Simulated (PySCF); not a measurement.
Excited states of Li⁺ (lithium, charge +1)

Ground state 1s2, ¹S. Calculation: PySCF 2.14, in aug-cc-pVTZ-DK with one added diffuse shell each of s, p, d, f type (6s5p4d3f, 62 functions); the spin-free X2C one-electron Hamiltonian (Gaussian nucleus). Vertical excitation energies in eV without spin-orbit coupling; excited terms of each kind are numbered among those the solver found. Frozen: nothing.

```
 term  leading excitation  EOM-EE-CCSD  measured centre of gravity (NIST)
 1 3S              1s → s       58.881                      59.021 (1s2s)
 1 1S              1s → s       60.438                      69.280 (1s3s)
1 3P°              1s → p       60.823                      61.281 (1s2p)
1 1P°              1s → p       61.574                      62.216 (1s2p)
 2 3S              1s → s       68.284                                n/a
 2 1S              1s → s       68.624                                n/a
2 3P°              1s → p       68.661                                n/a
 1 3D              1s → d       68.819                                n/a
 1 1D              1s → d       68.821                                n/a
2 1P°              1s → p       68.912                                n/a
 2 3D              1s → d       71.493                                n/a
 2 1D              1s → d       71.494                                n/a
1 3F°              1s → f       71.677                                n/a
1 1F°              1s → f       71.677                                n/a
```

Only the lower part of the computed list is shown. Doubly excited terms such as np² are absent. The solver can miss terms. Rydberg members are limited by the diffuse functions of the basis.
